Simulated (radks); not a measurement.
Cd12+, configuration [Kr]. All-electron calculation, non-relativistic Kohn-Sham, PBE, spin-polarised, spherical densities, point nucleus; relativity is left out, which matters for an element this heavy. Program: a radial shooting solver on a logarithmic mesh with Libxc functionals.

Unscreened Slater integrals over Kohn-Sham orbitals (eV). They are taken over the spin-up orbitals.

\begin{tabular}{lr}
integral & value \\ \hline
F0(4p,4p) & 28.210 \\
F2(4p,4p) & 14.973 \\
F0(4p,4s) & 28.662 \\
G1(4p,4s) & 19.687 \\
F0(4p,3d) & 36.111 \\
F2(4p,3d) & 9.2872 \\
G1(4p,3d) & 3.0295 \\
G3(4p,3d) & 2.9812 \\
F0(4p,3p) & 35.680 \\
F2(4p,3p) & 9.8919 \\
G0(4p,3p) & 2.5831 \\
G2(4p,3p) & 3.1173 \\
F0(4s,4s) & 29.146 \\
F0(4s,3d) & 36.970 \\
G2(4s,3d) & 3.1174 \\
F0(4s,3p) & 36.532 \\
G1(4s,3p) & 3.2568 \\
F0(3d,3d) & 74.553 \\
F2(3d,3d) & 37.327 \\
F4(3d,3d) & 23.854 \\
F0(3d,3p) & 70.412 \\
F2(3d,3p) & 34.000 \\
G1(3d,3p) & 38.524 \\
G3(3d,3p) & 24.902 \\
F0(3p,3p) & 67.894 \\
F2(3p,3p) & 34.308 \\
\end{tabular}
